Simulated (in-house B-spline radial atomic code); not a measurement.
Neutral calcium is squeezed into an impenetrable sphere of radius R (the orbitals vanish at R). No spin polarisation. Caution: exact exchange at fractional occupations of open shells leaves self-interaction of up to several eV. Computed with a B-spline radial code for spherical atoms: non-relativistic B3LYP, spherical fractional occupations, point nucleus.

Energies in eV above the free atom in [Ar] 4s2:

```json
{"R (bohr)": "8.34", "highest level (eV)": "-3.75", "[Ar] 4s2": "0.3195", "[Ne] 3s1 3p6 3d1 4s2": "48.72", "[Ne] 3s2 3p5 4s2 4d1": "37.05", "-dE/dV in [Ar] 4s2 (GPa)": "0.367"}
{"R (bohr)": "5.99", "highest level (eV)": "-1.68", "[Ar] 4s2": "2.783", "[Ne] 3s1 3p6 3d1 4s2": "51.06", "[Ne] 3s2 3p5 4s2 4d1": "43.07", "-dE/dV in [Ar] 4s2 (GPa)": "6.2"}
{"R (bohr)": "5.26", "highest level (eV)": "0.222", "[Ar] 4s2": "5.533", "[Ne] 3s1 3p6 3d1 4s2": "53.81", "[Ne] 3s2 3p5 4s2 4d1": "48.63", "-dE/dV in [Ar] 4s2 (GPa)": "16.5"}
{"R (bohr)": "4.16", "highest level (eV)": "7.05", "[Ar] 4s2": "16.75", "[Ne] 3s1 3p6 3d1 4s2": "65.35", "[Ne] 3s2 3p5 4s2 4d1": "68.66", "-dE/dV in [Ar] 4s2 (GPa)": "89.4"}
{"R (bohr)": "3.88", "highest level (eV)": "10.5", "[Ar] 4s2": "22.8", "[Ne] 3s1 3p6 3d1 4s2": "71.64", "[Ne] 3s2 3p5 4s2 4d1": "78.61", "-dE/dV in [Ar] 4s2 (GPa)": "147"}
{"R (bohr)": "2.98", "highest level (eV)": "34.5", "[Ar] 4s2": "70.51", "[Ne] 3s1 3p6 3d1 4s2": "121.4", "[Ne] 3s2 3p5 4s2 4d1": "149", "-dE/dV in [Ar] 4s2 (GPa)": "962"}
{"R (bohr)": "2.55", "highest level (eV)": "62.8", "[Ar] 4s2": "134.8", "[Ne] 3s1 3p6 3d1 4s2": "188.1", "[Ne] 3s2 3p5 4s2 4d1": "235", "-dE/dV in [Ar] 4s2 (GPa)": "2890"}
{"R (bohr)": "2.26", "highest level (eV)": "96.6", "[Ar] 4s2": "220.2", "[Ne] 3s1 3p6 3d1 4s2": "276.1", "[Ne] 3s2 3p5 4s2 4d1": "343.2", "-dE/dV in [Ar] 4s2 (GPa)": "6640"}
{"R (bohr)": "1.66", "highest level (eV)": "263", "[Ar] 4s2": "723.3", "[Ne] 3s1 3p6 3d1 4s2": "784.5", "[Ne] 3s2 3p5 4s2 4d1": "937", "-dE/dV in [Ar] 4s2 (GPa)": "50300"}
{"R (bohr)": "1.48", "highest level (eV)": "372", "[Ar] 4s2": "1096", "[Ne] 3s1 3p6 3d1 4s2": "1155", "[Ne] 3s2 3p5 4s2 4d1": "1358", "-dE/dV in [Ar] 4s2 (GPa)": "103000"}
```

Task: Does [Ne] 3s1 3p6 3d1 4s2 fall below [Ar] 4s2 under compression?

Result: No, it stays above over the whole range.

Task: Does [Ne] 3s2 3p5 4s2 4d1 fall below [Ar] 4s2 under compression?

Result: No, it stays above over the whole range.

The highest level is first positive in the row R = 5.26 bohr, pushed up by confinement above the zero of the free ion's potential. Each configuration is held fixed and needn't be the lowest in the sphere.
